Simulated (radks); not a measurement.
Values are calculated unless marked as measured or tabulated.
Numerical settings for neutral carbon, [He] 2s2 2p2. Level of theory: non-relativistic Kohn-Sham, BLYP, spin-polarised, spherical densities, point nucleus; open shells are filled with parallel spins first (a radial shooting solver on a logarithmic mesh with Libxc functionals). The defaults (mesh step 0.008 in ln r, mesh end at 40 bohr or more with all orbitals vanishing there, Anderson mixing 0.5 over 9 steps, residual threshold near 1e-9 with the energy settled to 1e-9 hartree or 1e-11 of itself, here a cap of 73 iterations) give E = -37.8430 hartree and 2p at -5.922 eV in 13 iterations. Times are rough (one thread of a shared host). Changes against that run (0 stands for a change within the tolerance of the run):

| setting | iterations | converged | E (mhartree) | e(2p) (meV) | CPU (s) |
|---|---|---|---|---|---|
| mesh step in ln r 0.12 | 4 | no | diverged | - | 0.01 |
| mesh step in ln r 0.012 | 13 | yes | 0 | 0 | 0.07 |
| mesh step in ln r 0.08 | 13 | yes | +0.00073 | 0 | 0.02 |
| mesh end (bohr) 5 | 13 | yes | +19.7 | +885 | 0.09 |
| mesh end (bohr) 3 | 12 | level above zero | +443 | +8.83e+03 | 0.07 |
| residual threshold 1e-05 | 9 | yes | 0 | +0.0128 | 0.07 |
| residual threshold 1e-13 | 73 | no | 0 | 0 | 0.39 |
| mixing 0.2 | 15 | yes | 0 | 0 | 0.11 |
| linear mixing, mixing 0.5 | 31 | yes | 0 | 0 | 0.18 |
| linear mixing, mixing 1 | 73 | no | 0 | 0 | 0.38 |
| mixing history 2 | 19 | yes | 0 | 0 | 0.12 |
| iteration cap 8 | 8 | no | 0 | +0.0128 | 0.06 |

Settled on a wrong energy, with an occupied level pushed above zero by the early mesh end: mesh end (bohr) 3 (+0.443 hartree). Apart from these: settings that end as converged yet miss the energy by more than 1 mhartree: mesh end (bohr) 5 (+0.0197 hartree). A mesh that ends early acts as a hard wall.
